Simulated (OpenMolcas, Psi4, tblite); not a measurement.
## C2H5ClSi (SMILES ClC1C[SiH2]1): the dipole moment, rung by rung

C2H5ClSi: 9 atoms, total charge 0, spin state singlet. As SMILES, `ClC1C[SiH2]1`. The coordinates come from a PBE0-D4/def2-TZVP relaxation.

Each level gives the dipole moment (D). The values are calculated.

```
                          level            kind     program  value (D)   CPU time
                      IPEA1-xTB  semi-empirical      tblite       3.23  under 2 s
                    HF/def2-SVP    Hartree–Fock  OpenMolcas       2.28        6 s
                 SVWN5/def2-SVP             LDA  OpenMolcas       1.60       16 s
BP86/def2-SVP (density fitting)             GGA        Psi4       1.64       13 s
                revPBE/def2-SVP             GGA  OpenMolcas       1.65       26 s
                 M06-L/def2-SVP        meta-GGA  OpenMolcas       1.93       33 s
                  TPSS/def2-SVP        meta-GGA  OpenMolcas       1.78       34 s
                 BHLYP/def2-SVP   global hybrid  OpenMolcas       1.98       23 s
```

The values span 1.60 to 3.23 D. Magnitudes only. CPU times are rough (shared hosts, several kinds of processor and program).
